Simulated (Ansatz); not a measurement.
## Energy profile

The step: CH₄Zn ([CH3][ZnH]) + HF → CH₃FZn ([CH3][Zn][F]) + H₂; bonds formed: Zn1–F5, H2–H4; bonds broken: Zn1–H2, H4–F5 (atoms numbered as in the saddle structure below).

```
8
angstrom
Zn 0.2017 -0.2291 0.3890
H 0.6966 -0.5150 2.0760
C -0.6632 0.8530 -0.9595
H 1.0381 -1.3076 1.5891
F 1.2127 -1.9821 0.5937
H -1.2356 1.6642 -0.5082
H 0.0869 1.2829 -1.6262
H -1.3373 0.2337 -1.5540
```

Electronic energies by CCSD(T) at an estimated basis limit (MP2 extrapolated from triple and quadruple zeta, plus CCSD(T) − MP2 in triple zeta), on PBE0-D4/def2-TZVP structures; CH5FZn, singlet; no counterpoise correction. Program: Ansatz 0.2.0. Basis: def2-TZVPP and def2-QZVPP. Cores are frozen in the correlated methods. The 3s and 3p shells of Cu and Zn are frozen; filled d shells are correlated. Extrapolation: Hartree–Fock as exp(−7.88 √X), correlation as X^−2.97.

Q: Give the profile in eV, counted from the separated reactants. (An estimate is asked for; the value comes from the calculation.)

A: By the calculation:
```tsv
point	eV
separated: CH4Zn (linked as [CH3][ZnH]; Zn1, H2, C3, H6, H7, H8; singlet) + HF (H4, F5; singlet)	0.000
start structure	-0.195
saddle	0.360
end structure	-0.808
separated: CH3FZn (linked as [CH3][Zn][F]; Zn1, C3, F5, H6, H7, H8; singlet) + H2 (H2, H4; singlet)	-0.765
```

T1 diagnostic: at most 0.016.

For scale, one of the runs: CCSD(T)/def2-TZVPP, 196 basis functions, launched by `ansatz run in.yaml --threads 4 --pin off --events-out ev --progress --plain --max-ram 9574MiB`. Time: 39 s of wall clock on 4 CPU threads of an Intel Xeon Platinum 8259CL; the host was shared. Peak host memory: 2.3 GiB.
